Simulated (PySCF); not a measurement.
## Two-dimensional NMR puzzle

Compound of formula C6H10BN. Correlations simulated from computed shifts and couplings:

HSQC (one-bond C–H):
```csv
δH,δC,"¹J(C,H) (Hz)"
7.48,138.8,169
7.38,135.9,170
7.16,129.6,167
```

COSY cross peaks (|J| ≥ 2 Hz):
```csv
δH,δH,abs. J (Hz),bonds
7.48,7.38,8.4,3
7.48,7.16,8.9,3
```

HMBC (two and three bonds, |J| ≥ 2.5 Hz):
```csv
δH,δC [abs. J in Hz]
7.48,"151.1 [9.6], 138.8 [8.7]"
7.38,129.6 [8.6]
7.16,"135.9 [7.8], 129.6 [5.6]"
2.30,151.1 [4.5]
```

Carbons without hydrogens: δ 151.1.

PySCF 2.14 calculation with shielding tensors at CAM-B3LYP/pcSseg-1 (GIAO), J couplings at B3LYP/pcJ-1 (spin–dipole term only in couplings to heteroatoms) and geometry: PBE0-D3(BJ)/def2-SVP; no solvent model, non-relativistic, one computed conformer, averaged over atoms made equivalent by symmetry, fast rotation or ring inversion.

References, each an isolated molecule treated in the same way: ¹H and ¹³C against TMS.

Exchangeable hydrogens are left out of these lists, and C,H couplings along chains are those of one rotamer, so weak HMBC peaks may be missing or extra.

Question: Work out the connectivity.

Answer: `[BH3-][NH2+]c1ccccc1`.

Mapped SMILES: `[BH3-:1][NH2+:2][c:3]1[cH:4][cH:5][cH:6][cH:7][cH:8]1`. Each H is labelled by its parent atom.

1. δC 151.1 is C3, an aromatic carbon bearing nitrogen.
2. δC 138.8 is C5/C7, an aromatic CH (δH 7.48).
3. δC 135.9 is C6, an aromatic CH (δH 7.38).
4. δC 129.6 is C4/C8, an aromatic CH (δH 7.16).
5. HMBC from δH 7.48 reaches the proton-free carbon C3.
6. HMBC from δH 2.30 reaches the proton-free carbon C3.
7. COSY links 7.48–7.38, 7.48–7.16.

The data come from this structure; uniqueness wasn't tested.

OH/NH shifts are gas-phase values; hydrogen bonding in solution moves them, usually downfield. Hydrogens on boron are broadened and split by ¹¹B (spin 3/2, 80 %) and 10B (spin 3). Unscaled 3J(H,H) at this level run about 10 % above measured values. Shifts are as computed, not scaled to solution data. Of 1313 compounds with measured shifts, 239 miss one by over three times the rms of a fit or turn the order of signals round; such compounds aren't used in these exercises.
